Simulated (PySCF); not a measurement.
## Radial density of I(46+) (iodine, charge +46)

UHF, [He] 2s2 2p3, high-spin 4S determinant. All numbers are calculated (PySCF 2.14, the spin-free X2C one-electron Hamiltonian (Gaussian nucleus), in an uncontracted even-tempered set (19 s from 23 bohr⁻², ratio 2.2; 12 p from 29 bohr⁻², ratio 2.2; 6 d from 110 bohr⁻², ratio 2.4; 5 f from 170 bohr⁻², ratio 2.4; 4 g from 250 bohr⁻², ratio 2.4)).

```json
{"r (bohr)": "0.0239", "4πr²ρ (e/bohr)": "60.20", "4πr²(ρα − ρβ)": "4.9442"}
{"r (bohr)": "0.0401", "4πr²ρ (e/bohr)": "40.36", "4πr²(ρα − ρβ)": "15.6129"}
{"r (bohr)": "0.0675", "4πr²ρ (e/bohr)": "45.01", "4πr²(ρα − ρβ)": "28.7790"}
{"r (bohr)": "0.114", "4πr²ρ (e/bohr)": "39.45", "4πr²(ρα − ρβ)": "21.2429"}
{"r (bohr)": "0.191", "4πr²ρ (e/bohr)": "6.998", "4πr²(ρα − ρβ)": "3.3546"}
{"r (bohr)": "0.321", "4πr²ρ (e/bohr)": "0.08475", "4πr²(ρα − ρβ)": "0.0399"}
{"r (bohr)": "0.540", "4πr²ρ (e/bohr)": "1.125e-05", "4πr²(ρα − ρβ)": "0.0000"}
```

Densities and radii are taken from the X2C orbitals without a picture-change correction, which distorts them close to the nucleus.

Spin-orbit coupling is strong in this species (close to jj coupling), so the high-spin LS determinant is a model state, not a physical level.
